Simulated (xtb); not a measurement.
F2Ge, triplet, at a GFN2-xTB geometry (the spin is typed, not shown lowest); GFN0-xTB (xtb 6.7.1).

The xtb input:
```
$ xtb mol.xyz --gfn 0 --chrg 0 --uhf 2 --json

# file mol.xyz
3

Ge     0.01078596    -0.00766682     0.33769324
F      0.83389596     1.52835128    -0.59320123
F     -0.87224604    -1.50109147    -0.60748585
```

Question: What does xtb print? Leave out banner, timings and long lists.

Answer: 
```
   ID    Z sym.   atoms
    1   32 Ge     1
    2    9 F      2, 3

           -------------------------------------------------
          |                Calculation Setup                |
           -------------------------------------------------

           -------------------------------------------------
          |                 G F N 0 - x T B                 |
           -------------------------------------------------

          ...................................................
          :                      SETUP                      :
          :.................................................:
          :  # basis functions                  18          :
          :  # atomic orbitals                  17          :
          :  # shells                            7          :
          :  # electrons                        18          :
          :  electronic temp.          300.0000000     K    :
          :  accuracy                    1.0000000          :
          :  -> integral cutoff          0.2500000E+02      :
          :  -> integral neglect         0.1000000E-07      :
          ...................................................

         :::::::::::::::::::::::::::::::::::::::::::::::::::::
         ::                     SUMMARY                     ::
         :::::::::::::::::::::::::::::::::::::::::::::::::::::
         :: total energy              -9.641461280016 Eh    ::
         :: gradient norm              0.017034428783 Eh/a0 ::
         :: HOMO-LUMO gap              1.432106512784 eV    ::
         ::.................................................::
         :: H0 energy                 -9.511995945826 Eh    ::
         :: repulsion energy           0.001708032250 Eh    ::
         :: electrostat energy        -0.130827859979 Eh    ::
         :: -> Gsolv                   0.000000000000 Eh    ::
         ::    -> Gsasa                0.000000000000 Eh    ::
         ::    -> Gshift               0.000000000000 Eh    ::
         :: dispersion energy         -0.000345506461 Eh    ::
         :: short-range corr.          0.000000000000 Eh    ::
         :: add. restraining           0.000000000000 Eh    ::
         :: total charge              -0.000000000000 e     ::
         :::::::::::::::::::::::::::::::::::::::::::::::::::::

           -------------------------------------------------
          |                Property Printout                |
           -------------------------------------------------

    * Orbital Energies and Occupations

         #    Occupation            Energy/Eh            Energy/eV
      -------------------------------------------------------------
         1        2.0000           -0.8121000             -22.0984
         2        2.0000           -0.8023713             -21.8336
         3        2.0000           -0.5452051             -14.8358
         4        2.0000           -0.4532797             -12.3344
         5        2.0000           -0.4462957             -12.1443
         6        2.0000           -0.4455556             -12.1242
         7        2.0000           -0.4428564             -12.0507
         8        2.0000           -0.4417407             -12.0204
         9        1.0001           -0.4228960             -11.5076
        10        1.0000           -0.3102908              -8.4434 (HOMO)
        11                         -0.2576618              -7.0113 (LUMO)
        12                         -0.2006750              -5.4606
        13                         -0.0218014              -0.5932
        14                         -0.0151101              -0.4112
        15                          0.0045473               0.1237
        16                          0.3105644               8.4509
        17                          0.4115848              11.1998
      -------------------------------------------------------------
                  HL-Gap            0.0526289 Eh            1.4321 eV
             Fermi-level            0.0000000 Eh            0.0000 eV

     #   Z          covCN         q      C6AA      α(0)
     1  32 Ge       1.346     0.560   286.014    35.326
     2   9 F        0.673    -0.280    12.163     4.019
     3   9 F        0.673    -0.280    12.163     4.019

 Mol. C6AA /au·bohr⁶  :        538.787511
 Mol. C8AA /au·bohr⁸  :      35278.526922
 Mol. α(0) /au        :         43.364891

Wiberg/Mayer (AO) data.
largest (>0.10) Wiberg bond orders for each atom

 ---------------------------------------------------------------------------
     #   Z sym  total        # sym  WBO       # sym  WBO       # sym  WBO
 ---------------------------------------------------------------------------
     1  32 Ge   1.860 --     2 F    0.930     3 F    0.930
     2   9 F    1.227 --     1 Ge   0.930     3 F    0.297
     3   9 F    1.227 --     1 Ge   0.930     2 F    0.297
 ---------------------------------------------------------------------------

Topologies differ in total number of bonds
Writing topology from bond orders to xtbtopo.mol

 dipole moment from electron density (au)
     X       Y       Z
   0.0095  -0.0068   0.2980  total (Debye):    0.758

           -------------------------------------------------
          | TOTAL ENERGY               -9.641461280016 Eh   |
          | GRADIENT NORM               0.017034428783 Eh/α |
          | HOMO-LUMO GAP               1.432106512784 eV   |
           -------------------------------------------------

normal termination of xtb
```
